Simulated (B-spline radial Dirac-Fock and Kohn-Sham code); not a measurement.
These are calculated numbers from a radial B-spline solver; the model is relativistic Hartree-Fock (Dirac-Fock) wave functions, averaged over the configuration.

Question: This computed X-ray form factor belongs to an atom or ion in its tabulated ground configuration. Which?

```
sin θ/λ (Å⁻¹)      f₀
          0.4  11.777
          0.6  11.512
          0.7  11.346
          0.8  11.162
          1.1  10.523
          1.2  10.289
          1.4   9.805
          1.8   8.828
            3   6.363
```

Answer: Sm⁵⁰⁺, with 12 electrons in [Ne] 3s2. f₀ tends to the number of electrons as s goes to zero, which the first rows give only roughly, and the rate of fall reflects the nuclear charge, 62.

Question: This computed X-ray form factor belongs to an atom or ion in its tabulated ground configuration. Which?

```csv
sin θ/λ (Å⁻¹),f₀
0.1,75.396
0.15,72.481
0.3,61.231
0.7,39.299
1.8,16.518
2,15.128
2.5,12.547
5,5.173
6,4.375
```

Answer: Tl³⁺, with 78 electrons in [Xe] 4f14 5d10. f₀ tends to the number of electrons as s goes to zero, which the first rows give only roughly, and the rate of fall reflects the nuclear charge, 81.
